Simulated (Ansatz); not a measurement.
The cluster Si2Sn5⁺. The state is a doublet with charge 1. Geometry PBE-D4/def2-SVP, that of the neutral singlet.

```xyz
7

Si    0.060    0.649   -0.956
Si   -1.297    1.690    0.823
Sn   -2.462   -0.412   -0.564
Sn   -0.048   -2.058   -1.509
Sn   -0.131   -0.934    1.478
Sn    2.419   -0.692   -0.427
Sn    1.457    1.758    1.155
```

In the def2 sets Sn takes a core potential; there is no spin–orbit coupling. The structure comes from a short search, and lower isomers may exist.

Question: Estimate the α-spin orbital energies around the gap (eV) in Ansatz with PBE-D4/def2-SVP, PBE0-D4/def2-SVP, CAM-B3LYP-D4/def2-SVP.

Answer: 
| orbital | PBE-D4/def2-SVP | PBE0-D4/def2-SVP | CAM-B3LYP-D4/def2-SVP |
| --- | --- | --- | --- |
| HOMO−5 | -9.94 | -10.73 | -11.61 |
| HOMO−4 | -9.87 | -10.62 | -11.49 |
| HOMO−3 | -9.56 | -10.30 | -11.12 |
| HOMO−2 | -9.52 | -10.29 | -11.12 |
| HOMO−1 | -9.49 | -10.26 | -11.05 |
| HOMO | -9.40 | -10.10 | -10.88 |
| LUMO | -7.33 | -6.78 | -5.86 |
| LUMO+1 | -6.72 | -6.15 | -5.21 |
| LUMO+2 | -6.58 | -5.98 | -4.99 |
| LUMO+3 | -5.89 | -5.38 | -4.50 |
| LUMO+4 | -5.82 | -5.31 | -4.41 |
| LUMO+5 | -5.59 | -5.00 | -4.10 |
| β HOMO | -9.34 | -10.02 | -10.80 |
| β LUMO | -9.00 | -8.52 | -7.65 |
